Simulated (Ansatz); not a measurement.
Geometry optimisation, RKS BHLYP-D4/def2-SVP (Ansatz 0.2.0).

Input file:

```yaml
crystal:
  periodic: [false, false, false]
  atoms:
    - { symbol: Hf, position_ang: [0.123027, 0.595418, -0.513757] }
    - { symbol: O, position_ang: [0.616457, -0.253521, 2.588681] }
    - { symbol: H, position_ang: [-0.143991, -0.791465, 2.811873] }
    - { symbol: F, position_ang: [1.663654, -0.481983, -0.719002] }
    - { symbol: Cl, position_ang: [-0.325567, 1.644209, -2.552075] }
    - { symbol: Cl, position_ang: [-1.834693, -0.535032, 0.162218] }
    - { symbol: P, position_ang: [0.592972, 2.501397, 1.155983] }
    - { symbol: H, position_ang: [1.962469, 2.138846, 1.294451] }
    - { symbol: H, position_ang: [0.810264, 3.572875, 0.249341] }
    - { symbol: H, position_ang: [0.418809, 0.622056, 2.977888] }
basis:
  gaussian: { orbitals: def2-SVP }
hamiltonian:
  xc: { name: BHLYP }
  dispersion: d4
relax:
  f_tol: 0.03
  max_steps: 50
```

Launched with:

```bash
$ ansatz run input.yaml --threads 4 --pin off --max-ram 5120MiB --backend cpu --events-out ev --progress --plain --runs-dir out
```

Task: Where does it end, and by what steps?

Result: It converged. After 34 steps the energy has fallen by 0.645 eV; H10 moved furthest, 1.60 Å. Joined: Hf1–O2 (3.25 → 2.32 Å).

| step | energy less start (eV) | largest force component (eV/Å) | accepted |
| --- | --- | --- | --- |
| 0 | 0.0000 | 0.997 | yes |
| 2 | -0.2947 | 1.707 | yes |
| 4 | -0.5465 | 0.285 | yes |
| 6 | -0.5656 | 0.179 | yes |
| 8 | -0.5725 | 0.159 | yes |
| 10 | -0.5792 | 0.098 | yes |
| 12 | -0.5841 | 0.554 | no |
| 14 | -0.6017 | 0.180 | yes |
| 16 | -0.6000 | 0.762 | no |
| 18 | -0.6203 | 0.098 | yes |
| 20 | -0.6260 | 0.256 | yes |
| 22 | -0.6313 | 0.311 | yes |
| 24 | -0.6345 | 0.210 | yes |
| 26 | -0.6387 | 0.052 | yes |
| 28 | -0.6416 | 0.042 | yes |
| 30 | -0.6427 | 0.177 | yes |
| 32 | -0.6445 | 0.032 | yes |
| 34 | -0.6449 | 0.012 | yes |

```xyz
10
Properties=species:S:1:pos:R:3
Hf 0.086 0.603 -0.092
O 0.429 -0.154 2.078
H -0.286 -0.542 2.585
F 1.745 -0.350 -0.193
Cl -0.221 1.276 -2.323
Cl -2.047 -0.353 0.420
P 0.343 2.976 0.947
H 1.420 2.630 1.802
H 1.155 3.494 -0.091
H 1.259 -0.568 2.323
```

Whether the end is a true minimum wasn't checked by a vibrational analysis.

The run took 2.3 min on 4 threads of Arm Neoverse V1, on a shared host, peak memory 0.38 GiB.
